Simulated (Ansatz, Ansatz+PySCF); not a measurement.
```xyz
5

Ti    0.0000    0.0000    0.0000
Cl    1.1446    1.1446    1.1446
Cl    1.1446   -1.1446   -1.1446
Cl   -1.1446    1.1446   -1.1446
Cl   -1.1446   -1.1446    1.1446
```

Basis set: def2-SVP (spherical functions). Left uncorrelated: 25 orbitals. Charge 0, multiplicity 1.

Computed with Ansatz (development build ahead of 0.2.0); each method stands on the lowest determinant of its kind that the runs found. Restricted open shells among the atoms or ions are ROHF, correlated in semicanonical orbitals with singles.

Problem. Give the atomization energy at this shape (free ground-state atoms in the same class of orbitals less the molecule, no zero-point energy) of singlet TiCl₄ by RHF-MP2, UHF-MP2, RHF, UHF.

Solution.

```tsv
method	atomization energy
RHF-MP2	1510.9 kJ/mol
UHF-MP2	1519.2 kJ/mol
RHF	872.0 kJ/mol
UHF	822.9 kJ/mol
```

Caution: other spin multiplicities were not run; the shape is not the minimum.
